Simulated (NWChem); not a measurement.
System: C4H5O2, doublet; SMILES [C](O)=CC(C)=O

```xyz
11

C      1.4239     0.6327     0.0018
C     -0.0413     0.9950     0.0009
O     -0.4148     2.1472    -0.0001
C     -1.0437    -0.1044     0.0010
C     -0.7981    -1.4134    -0.0002
O      0.3037    -2.1270    -0.0002
H      1.6748     0.0216     0.8821
H      2.0162     1.5557     0.0062
H      1.6770     0.0289    -0.8830
H     -2.0847     0.2287     0.0012
H      0.0973    -3.0704    -0.0035
```
Atoms are numbered in this order, from 1.

Results from NWChem. Pople sets run with spherical d functions. Spin-unrestricted. Spin-contaminated determinants: UHF/6-31G* (<S²> = 1.01). Structure relaxed at the PBE0/def2-SVP, spin-unrestricted level. No frequency run checked for a minimum. No stability test was run on the SCF state. Vzz is the largest principal value of the second derivative of the potential at the nucleus (NWChem prints the opposite sign); η is the asymmetry. Non-relativistic.

Problem. Estimate the computed values for UHF/6-31G*. Quantities: Vzz O3 (a.u.); η O3; Vzz O6 (a.u.); η O6.

Solution. 
```yaml
Vzz O3 (a.u.): -2.066
"η O3": 0.39
Vzz O6 (a.u.): 1.635
"η O6": 0.98
```
